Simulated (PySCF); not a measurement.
**Excitation energy of Tl by level of theory**

Tl [Xe] 4f14 5d10 6s2 6p1 (2P) → Tl [Xe] 4f14 5d10 6s2 6d1 (2D), as a difference of total energies. Calculation: PySCF 2.14, in aug-cc-pwCVDZ-PP with ECP60MDF (6s5p4d1f, 48 functions); scalar relativity through the core potential. Correlated levels: valence and next inner shell: nothing frozen outside the core potential. The calculations carry no spin-orbit coupling.

| method | excitation energy (eV) |
| --- | --- |
| UHF | 4.319 |
| MP2 (valence and next inner shell) | 4.395 |
| SCS-MP2 (valence and next inner shell) | 4.331 |
| CCSD (valence and next inner shell) | 4.379 |
| CCSD(T) (valence and next inner shell) | 4.358 |

Q: How much does correlation contribute at CCSD(T) (valence and next inner shell)?

A: 4.358 − (4.319) = 0.039 eV, measured against UHF.

Errors of the correlated levels include the incompleteness of this basis.

The promoted electron is Rydberg-like, and one or two diffuse shells describe it only roughly, which tends to raise the upper state.

For comparison: 3.840 eV (measured; NIST levels, between the centres of gravity of the two terms).
